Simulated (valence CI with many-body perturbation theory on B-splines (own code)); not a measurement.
Cs⁴⁹⁺: what the settings do

Calculated by relativistic CI+MBPT: four valence electrons over a frozen Dirac-Fock core [He], a basis of 6 s, 6 p, 5 d, 3 f, 1 g functions for each j, with the one-electron correlation potential Σ1, the two-electron term Σ2, the three-electron term Σ3, Breit, model QED; selected CI, second order for the rest, scaled by the run's own slope (own B-spline code, finite nucleus).

The last digits are not significant, and no measured levels were compared; by estimate large intervals hold to a few tenths of a per cent, small ones and those within an open d or f shell to about a per cent.

The reference run has the lowest level (2s^2 2p1/2^2) J=0 and an ionisation energy of 9351.54 eV. Its largest variational space holds 9999 state functions.

Levels are named by their leading jj configuration (3d3/2^4 stands for four electrons in 3d with j = 3/2), which in mixed levels can hold well under half, so a name can repeat and another be missing. Letters in brackets count levels of one name in rising energy.

Changed runs:
A. selection threshold (hartree) 2e-08 → 1e-05; hole-hole ladder in Σ2 on → off
B. selection threshold (hartree) 2e-08 → 1e-05
C. highest l in the core sums 6 → 4
D. box radius (bohr) 1.1674 → 0.44 (bad on purpose)

Excitation energies of the reference run in cm⁻¹, and shifts in cm⁻¹:

| Level | Reference | A | B | C | D |
| --- | --- | --- | --- | --- | --- |
| (2s^2 2p1/2 2p3/2) J=1 | 2917430 | -59 | -6.6 | +3.4 | +105 |
| (2s^2 2p1/2 2p3/2) J=2 | 3045700 | -60 | -7.9 | +3.4 | +102 |
| (2s 2p1/2^2 2p3/2) J=2 | 4457370 | -150 | -7.9 | -13 | -54 |
| (2s 2p1/2^2 2p3/2) J=1 | 4958090 | -149 | -8.3 | -13 | -0.7 |
| (2s^2 2p3/2^2) J=2 | 6067300 | -70 | -4.9 | +6.5 | +235 |
| (2s^2 2p3/2^2) J=0 | 6402390 | +41 | -1.6 | +6.4 | +302 |
| (2s 2p1/2 2p3/2^2) J=2 [a] | 7239210 | -206 | -6.7 | -10 | +60 |
| (2s 2p1/2 2p3/2^2) J=3 | 7526280 | -218 | -16 | -10 | +32 |
| (2s 2p1/2 2p3/2^2) J=0 | 7834530 | -91 | -3.5 | -10 | +174 |
| (2s 2p1/2 2p3/2^2) J=1 [a] | 7957600 | -193 | -7.4 | -10 | +119 |
| (2s 2p1/2 2p3/2^2) J=2 [b] | 8040300 | -210 | -10 | -10 | +96 |
| (2s 2p1/2 2p3/2^2) J=1 [b] | 8067580 | -112 | -8.2 | -10 | +154 |
| Ionisation energy (eV) | 9351.54 | -0.007 | 0 | +0.0023 | -0.05 |
